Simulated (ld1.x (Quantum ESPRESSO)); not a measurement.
**hydrogen (H): TM pseudisation with PBE, non-relativistic reference atom.**

hydrogen (H), norm-conserving Troullier–Martins (Kleinman–Bylander form), made with ld1.x (Quantum ESPRESSO) 7.5 (PBE, non-relativistic). Core none, reference 1s1. Waves: 2p channel at 0.45 Ry: rc 1.00 bohr; 1s (bound): rc 0.95 bohr. Local part: the s channel. Core correction: none.

All-electron outer shells of the reference configuration (PBE, non-relativistic, ld1.x):

| shell | level (eV) | outermost node (bohr) | outermost maximum (bohr) |
| --- | --- | --- | --- |
| 1s | -6.49 | – | 1.03 |

Q: Does the generator finish with these settings?

A: Yes, a potential is produced and its reference levels are reproduced.

Q: Estimate the cutoffs (Ry, on a coarse ladder) from which the occupation-weighted sum of valence levels, in a spherical-Bessel basis at the reference potential, stays within 10 and 1 mRy of its value at 400 Ry.

A: 30 Ry and 50 Ry.

Q: What does a ghost test show?

A: No extra level below or beside the all-electron valence levels (p, s, d, f tested).
